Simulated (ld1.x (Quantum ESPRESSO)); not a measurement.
## What one change does to a pseudopotential (selenium, TM)

- Element: Se (Z = 34)
- Generator: ld1.x (Quantum ESPRESSO) 7.5
- Type: norm-conserving Troullier–Martins (Kleinman–Bylander form)
- Functional: PBE
- Relativity: fully relativistic
- Frozen core: [Ar] 3d10
- Valence charge: 6
- Reference configuration: 4s2 4p4
- Partial waves: 4s (bound): rc 1.60 bohr; 4p (bound): rc 2.00 bohr
- Local potential: all-electron potential smoothed inside 1.50 bohr (lloc = -1)
- Core correction: Bessel-smoothed model core, default radius (core density twice the valence density)

Open shells are filled in proportion to 2j + 1 (rel_dist='average').

All-electron outer shells of the reference configuration (PBE, scalar-relativistic, ld1.x):

```tsv
shell	level (eV)	outermost node (bohr)	outermost maximum (bohr)
3p	-152.98	0.21	0.50
3d	-53.12	–	0.45
4s	-17.29	0.70	1.51
4p	-6.51	0.74	1.82
```

Change: local potential the s channel.

Cutoffs: the cutoffs (Ry, on a coarse ladder) from which the occupation-weighted sum of valence levels, in a spherical-Bessel basis at the reference potential, stays within 10 and 1 mRy of its value at 400 Ry; they do not see the model core or the augmentation charge, which bear on the density cutoff. Errors are all-electron minus pseudo energies relative to the spin-unpolarised reference configuration.

Problem. How do hardness, ghosts and transferability respond?

Solution. The potential gets harder (35 Ry and 50 Ry → 40 Ry and 55 Ry); a bound ghost appears in p, which as a rule spoils a file; of the 7 tests that both files solve, the error grows in 6 and shrinks in 0 by more than 15 % and 0.3 meV (median size 1.6 → 25.3 meV); the range in which the s phases agree widens (upper end 1.6 → 3.0); the range in which the p3/2 phases agree widens (upper end 3.2 → at the end of the scan). In the separable form a ghost depends on how the local part lies against the semilocal potential of the channel, so the choice of the local part can create or remove one.

```tsv
quantity	base	changed
cutoff, loose	35 Ry	40 Ry
cutoff, tight	50 Ry	55 Ry
loose cutoff by channel (10 mRy a level)	s 18 Ry, p 8 Ry	p 15 Ry, s 21 Ry
bound ghosts	none	p1/2
error for 4s2 4p3, meV [ΔE 10.85 eV]	+1.6	-4.9
error for 4s2 4p2, meV [ΔE 31.20 eV]	+2.9	-27
error for 4s2 4p1, meV [ΔE 62.08 eV]	-13	-73
error for 4s1 4p4, meV [ΔE 22.38 eV]	-0.4	-25
error for 4s2 4p4.3, meV [ΔE -1.59 eV]	+0.1	-0.2
error for 4s2 4p0, meV [ΔE 104.27 eV]	-92	-141
error for 4s2 4p3.5, meV [ΔE 4.31 eV]	+0.4	-1.0
s: phases at 2.21 bohr within 0.05 rad from the reference energy up to (Ry; the scan ends near 5)	1.6	3.0
p1/2: phases at 2.21 bohr within 0.05 rad from the reference energy up to (Ry; the scan ends near 5)	3.2	3.3
p3/2: phases at 2.21 bohr within 0.05 rad from the reference energy up to (Ry; the scan ends near 5)	3.2	to the end of the scan
```

 A true bound ghost makes a file unfit for plane-wave use even where its test errors are small: the radial tests pick states by their node count and pass the ghost by.
